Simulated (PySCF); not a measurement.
# Working out the ionisation energy of Co

Co [Ar] 3d7 4s2 (4F) → Co+ [Ar] 3d8 (3F). All numbers are calculated (PySCF 2.14, scalar relativity by spin-free X2C-1e, in x2c-TZVPPall with one added diffuse shell each of s, p, d, f type (7s6p5d3f1g, 80 functions)). Frozen: [Ne]. Energies in hartree (1 hartree = 27.21139 eV):

| part | Co (lower) | Co+ (upper) |
| --- | --- | --- |
| UHF | -1391.871778 | -1391.567070 |
| CCSD correlation | -0.571569 | -0.582606 |
| (T) | -0.015876 | -0.014820 |

**Question.** What does Hartree-Fock give?

**Answer.** (-1391.567070) − (-1391.871778) = 0.304708 hartree = 8.292 eV.

**Question.** What do CCSD and CCSD(T) give?

**Answer.** The CCSD correlation energies differ by -0.011037 hartree = -0.300 eV and the triples by 0.001056 hartree = 0.029 eV, so CCSD gives 7.992 eV and CCSD(T) 8.021 eV.

Measured between the centres of the two terms (NIST): 7.869 eV, so CCSD(T) (valence and next inner shell) is off by 0.152 eV.

What remains against the reference includes basis incompleteness, the frozen core and higher excitations.
